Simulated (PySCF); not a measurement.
A calculated (r2SCAN, PySCF 2.14, cc-pVDZ-DK, the spin-free X2C one-electron Hamiltonian (Gaussian nucleus)) atom or ion has these occupied shells.

```csv
shell,electrons,orbital energy (eV),"rms radius, mean of both spins (bohr)"
1s α,1,-8895.7,0.0602
1s β,1,-8895.7,0.0602
2s α,1,-1098.2,0.255
2s β,1,-1097.4,0.255
2p α,3,-949.66,0.228
2p β,3,-949.04,0.228
3s α,1,-144.76,0.763
3s β,1,-142.91,0.763
3p α,3,-100.54,0.810
3p β,3,-98.796,0.810
3d α,5,-30.304,1.05
3d β,4,-29.143,1.05
```

(1) Name the element and its charge.

Answers

(1) Cu²⁺ (copper, charge +2), in [Ar] 3d9, 2D determinant.
